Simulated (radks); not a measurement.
The hafnium ion Hf70+, 2 electrons, occupied as [He].

Calculated with a radial shooting solver on a logarithmic mesh with Libxc functionals: non-relativistic Kohn-Sham, PBE, spin-polarised, spherical densities, point nucleus; relativity is left out, which matters for an element this heavy.

Energy parts (hartree):
| part | energy |
|---|---|
| total | -5138.2290 |
| kinetic | 5138.1806 |
| electron-nucleus | -10322.0553 |
| Hartree | 89.5305 |
| exchange-correlation | -43.8848 |

Orbitals (lengths in bohr, moments of r in powers of bohr; r(90%) holds 90 % of the orbital's charge):
orbital  occ.  eigenvalue (hartree)  r(90%)
1s          2             -2530.375  0.0372
2s          0             -622.7531   0.129
2p          0             -619.1120   0.113

The highest occupied level is 1s at -68855 eV. The electron density at the nucleus is 2.356e+05 e/bohr^3. The density falls to 0.001 e/bohr^3 at r = 0.13 bohr. Virial ratio -V/T = 2.00001. Summed over all electrons, <r^2> = 0.001172 bohr^2, which gives a Langevin (diamagnetic) susceptibility term of -0.000928 x 10^-6 cm^3/mol.
